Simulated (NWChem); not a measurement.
A series in which one site is exchanged, each optimised at PBE0/def2-SVP with NWChem, gas phase unless a solvent is named. All stand in one matching conformer (torsions within 35°), which need not be the lowest. This build's default masses of Se (78.918 u) and Br (79.917 u) are each other's, which moves their modes by up to 0.6 %. Some are not confirmed as minima by frequencies. def2 effective core potentials on Cd; no spin-orbit coupling.

A: S[Se][GeH3] (GeH4SeS; site = Se)
B: [GeH3][Zn][SH] (ZnGeH$_{4}$S; site = Zn)
C: [SH][Cd][GeH3] (CdGeH₄S; site = Cd)
D: [SH][Be][GeH3] (BeGeH$_{4}$S; site = Be)

Values for A:

* **dipole (D), PBE0/def2-SVP**: 1.51
* **orbital gap (eV), PBE0/def2-SVP**: 5.61
* **vertical ionisation energy, ΔSCF, PBE0/def2-SVP (eV)**: 9.08
* **lowest singlet excitation, PBE0/def2-SVPD, TDA (eV)**: 3.91

Question: How do these values change for the other members?

Answer: 
```tsv
change from A	B	C	D
dipole (D), PBE0/def2-SVP	-0.21	-0.03	-0.50
orbital gap (eV), PBE0/def2-SVP	+0.90	+0.22	+0.83
vertical ionisation energy, ΔSCF, PBE0/def2-SVP (eV)	+0.28	+0.01	+0.91
lowest singlet excitation, PBE0/def2-SVPD, TDA (eV)	+1.00	+0.80	+1.06
```
